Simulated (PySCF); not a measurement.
CH11NSi4, SMILES N[SiH2][SiH]1[SiH2]C[SiH2]1. Atoms are numbered in the order given.

```xyz
17

N      3.1747    -1.2275    -0.0452
Si     2.3377     0.2917     0.2021
Si     0.1063    -0.1813     0.7334
Si    -1.5573     1.4742     0.3819
C     -2.6956     0.1748    -0.4567
Si    -1.3068    -1.0460    -0.9691
H      4.1910    -1.1988    -0.1729
H      2.7633    -1.8871    -0.7115
H      3.0409     1.0062     1.3263
H      2.2904     1.2574    -0.9673
H     -0.0797    -0.9158     2.0385
H     -2.1670     2.2234     1.5398
H     -1.0711     2.4787    -0.6318
H     -3.3066    -0.3112     0.3350
H     -3.3786     0.5334    -1.2528
H     -1.6941    -2.5037    -0.9984
H     -0.7574    -0.6789    -2.3254
```

Geometry: PBE-D3(BJ)/def2-SVP. This is a generated structure with no PubChem entry under its InChIKey; it may be hypothetical. The values are those of a single conformer.

The numbers are results of PBE0/pcSseg-1 (PySCF), not measurements.

GIAO shieldings, no solvent; atoms listed in one row are averaged. δ = σ(ref) − σ: ¹⁵N against NH3 (σ = 267.4 ppm); ²⁹Si against TMS (σ = 352.7 ppm); ¹³C against TMS (σ = 186.3 ppm); ¹H against TMS (σ = 31.56 ppm), references at their B3LYP-D3(BJ)/def2-TZVP geometries, non-relativistic.

```csv
nucleus,atoms,count,δ (ppm)
¹⁵N,N1,1,8.0
²⁹Si,Si2,1,-40.0
²⁹Si,Si6,1,-52.4
²⁹Si,Si4,1,-53.5
²⁹Si,Si3,1,-99.4
¹³C,C5,1,0.3
¹H,H10,1,5.63
¹H,H9,1,5.38
¹H,H16,1,5.27
¹H,H12,1,5.17
¹H,H17,1,5.07
¹H,H13,1,5.00
¹H,H11,1,4.26
¹H,"H14, H15",2,1.15
¹H,H7,1,0.57
¹H,H8,1,0.19
```
